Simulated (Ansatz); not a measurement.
Job for Ansatz (an electronic-structure program): R-r2SCAN/def2-TZVPPD on CH8GeO (a complex), monomers drawn apart or pushed together. Files ending in .json are basis or fitting sets from the Basis Set Exchange.

Ansatz 0.2 input:
```yaml
crystal:
  periodic: [false, false, false]
  atoms:
    - {symbol: C, position_ang: [0.35853575, 0.16298579, -0.04924378]}
    - {symbol: O, position_ang: [0.30316989, -1.01430710, 0.74658696]}
    - {symbol: H, position_ang: [0.23727688, -0.05768253, -1.11469419]}
    - {symbol: H, position_ang: [1.34422351, 0.59901340, 0.10437426]}
    - {symbol: H, position_ang: [-0.39573701, 0.89756779, 0.25229461]}
    - {symbol: H, position_ang: [-0.56022166, -1.42439580, 0.63417151]}
    - {symbol: Ge, position_ang: [-0.14990976, 0.15004048, 4.19335314]}
    - {symbol: H, position_ang: [0.04497793, -1.36641115, 4.30337984]}
    - {symbol: H, position_ang: [-1.38482036, 0.46533756, 3.33431075]}
    - {symbol: H, position_ang: [1.09201613, 0.81684015, 3.59034356]}
    - {symbol: H, position_ang: [-0.38908796, 0.72614012, 5.60330662]}
basis:
  gaussian:
    orbitals: def2-TZVPPD.json
hamiltonian:
  xc: {name: r2SCAN}
scf: {lower_state_search: off}
```

Problem. Predict the final total energy.

Solution. -2195.0842 hartree.

Problem. How many basis functions does it have, and what does it roughly cost on one machine?

Solution. 267 functions; around 5 core-seconds (rough).
